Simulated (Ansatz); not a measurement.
`[OH][GeH2][SiH](O)F` → `[OH][GeH2]`• + `O[SiH]F`•  (homolysis of the Ge–Si bond)

Calculated with Ansatz (gas phase, PBE0-D4/def2-TZVP geometries, no zero-point term in ΔE). CCSD(T)/CBS adds triple-zeta CCSD(T) − MP2 to the extrapolated MP2 energy (def2 sets, frozen cores). Functionals use def2-TZVPP. HSE06 is defined as in plane-wave codes. No spin–orbit coupling; open shells (•) take unrestricted orbitals. For Ge outer-core shells are correlated without core-valence functions, which leaves a few kJ/mol of doubt a bond. Scalar relativity is left out up to krypton. Each species was taken in one conformer, which may not be the lowest.

Task: What is ΔE at CCSD(T)/CBS? (An estimate is asked.)

Result: Computed: +324.3 kJ/mol.

Task: What do these levels give: revPBE-D4, CAM-B3LYP-D4, PBE-QIDH, HSE06, RPA@PBE/def2-TZVPP, CCSD/CBS(def2)? (Best estimate.)

Result: Computed: revPBE-D4 285.3, CAM-B3LYP-D4 301.4, PBE-QIDH 310.6, HSE06 294.4, RPA@PBE/def2-TZVPP 297.4, CCSD/CBS(def2) 319.4 kJ/mol.

Largest T1 diagnostic among the species: 0.015.

At CCSD(T), def2-SVP lies −21.7 kJ/mol from the extrapolated value and def2-TZVPP −11.1 kJ/mol: correlation converges slowly with the basis, and small sets miss more of it in the bonded molecule than in its fragments. In def2-TZVPP, CCSD(T) changes the Hartree–Fock value by +86.5 kJ/mol (the triples alone add +5.0 kJ/mol) and MP2 by +86.9 kJ/mol; breaking electron pairs costs correlation energy, which Hartree–Fock lacks.
